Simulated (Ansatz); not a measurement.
# Ligand exchange: C2H7BrSi + GeH2(CH3)2 → C2H8Si + GeH(CH3)2Br

Species: C2H7BrSi `CC[SiH2]Br`, singlet; GeH2(CH3)2, singlet; C2H8Si `CC[SiH3]`, singlet; GeH(CH3)2Br, singlet. The partners trade Br for H: Si–Br and Ge–H bonds give way to Si–H and Ge–Br.

Shapes, held fixed at every level: PBE0-D4/def2-TZVP. Flexible molecules stand in one conformer, not always the lowest. Programs: Ansatz 0.2.0. Electronic energies: no zero-point or thermal term.

(1) Estimate ΔE of this reaction.

Results:

(1) The highest level, CCSD(T)/def2-TZVPP, gives ΔE = -1.0 kJ/mol; the levels span -5.1 to +0.2. That is about zero within the method's error. They disagree on the sign: 1 of 7 are positive. The column of differences is taken from that level and isn't an error. No measured value is set beside it here. Relativity is left out for Br, Ge. Outer-core shells of Br, Ge are correlated in most correlated rows, in sets that cover them unevenly.

```json
{"level": "HF/def2-TZVPP", "kind": "Hartree–Fock", "ΔE (kJ/mol)": "-5.1", "less CCSD(T)/def2-TZVPP": "-4.1"}
{"level": "PBE-D4/def2-TZVPP", "kind": "GGA", "ΔE (kJ/mol)": "+0.2", "less CCSD(T)/def2-TZVPP": "+1.2"}
{"level": "B3LYP-D4/def2-TZVPP", "kind": "global hybrid", "ΔE (kJ/mol)": "-2.9", "less CCSD(T)/def2-TZVPP": "-1.9"}
{"level": "wB97X-V/def2-TZVPP", "kind": "range-separated hybrid", "ΔE (kJ/mol)": "-0.5", "less CCSD(T)/def2-TZVPP": "+0.5"}
{"level": "MP2/def2-TZVPP", "kind": "perturbation theory", "ΔE (kJ/mol)": "-0.3", "less CCSD(T)/def2-TZVPP": "+0.7"}
{"level": "CCSD/def2-TZVPP", "kind": "coupled cluster or CI", "ΔE (kJ/mol)": "-1.1", "less CCSD(T)/def2-TZVPP": "-0.1"}
{"level": "CCSD(T)/def2-TZVPP", "kind": "coupled cluster or CI", "ΔE (kJ/mol)": "-1.0", "less CCSD(T)/def2-TZVPP": "0.0"}
```
